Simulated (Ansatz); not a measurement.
Mulliken charges of FH3OSiZn, SMILES `[F][Zn][O][SiH3]` from ωB97M-V/def2-TZVPP in Ansatz (PBE0-D4/def2-TZVP geometry).

```csv
atom,x (Å),y (Å),z (Å),charge (e)
F1,-0.272,-3.235,1.836,-0.467
Zn2,-0.419,-1.764,0.928,0.766
O3,-0.642,-0.300,0.003,-0.499
Si4,0.148,1.009,-0.555,0.354
H5,-0.806,1.856,-1.316,-0.045
H6,0.721,1.813,0.562,-0.054
H7,1.270,0.620,-1.457,-0.054
```

Q: By hand: the dipole of these point charges (1 e Å = 4.8032 D).

A: Σ q r = (0.108, 0.452, -0.237) e Å, of length 0.522 e Å = 2.51 D.

Q: How does the dipole of the full density compare? (Estimate.)

A: Ansatz gave: (0.010, 0.123, -0.070) e Å, 0.68 D; the point charges give 3.69 times that, at 8° from its direction.

Point charges leave out the atoms' own dipoles, such as those of lone pairs, and Mulliken's split depends on the basis, so the two needn't agree.
